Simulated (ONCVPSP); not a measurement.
An all-electron radial function and its pseudo partner (silicon)

Columns: radius, all-electron u(r) and pseudo u(r) of the 3p shell (level -4.16 eV) of silicon in the configuration [Ne] 3s2 3p2; LDA (Perdew-Wang 92), scalar-relativistic, ONCV scheme, ONCVPSP 4.0.1.

```csv
r (bohr),all-electron,pseudo
0.095,-0.0962,0.0033
0.190,-0.2096,0.0135
0.285,-0.2605,0.0310
0.380,-0.2521,0.0554
0.475,-0.2035,0.0852
0.570,-0.1313,0.1192
0.665,-0.0477,0.1569
0.760,0.0392,0.1984
0.855,0.1243,0.2431
0.950,0.2044,0.2888
1.045,0.2777,0.3329
1.140,0.3433,0.3748
1.235,0.4010,0.4152
1.330,0.4509,0.4551
1.425,0.4932,0.4937
1.520,0.5283,0.5283
1.615,0.5568,0.5568
1.710,0.5793,0.5793
1.805,0.5962,0.5962
1.900,0.6081,0.6081
1.995,0.6157,0.6157
2.090,0.6194,0.6194
2.185,0.6197,0.6197
2.280,0.6170,0.6170
2.375,0.6119,0.6118
2.470,0.6045,0.6045
```

Problem. How many radial nodes do the two functions have?

Solution. The all-electron 3p function has n − l − 1 = 1; the pseudo-wave has 0, since the states of the same l below it are removed with the core.

Problem. At about which radius was the pseudo-wave matched?

Solution. 1.55 bohr, where the columns begin to agree (steps of 0.10 bohr).

Problem. Is the pseudo-wave norm-conserving?

Solution. Yes: the ONCV scheme keeps the norm inside the radius equal to the all-electron one, which fixes the energy derivative of the logarithmic derivative at the level.
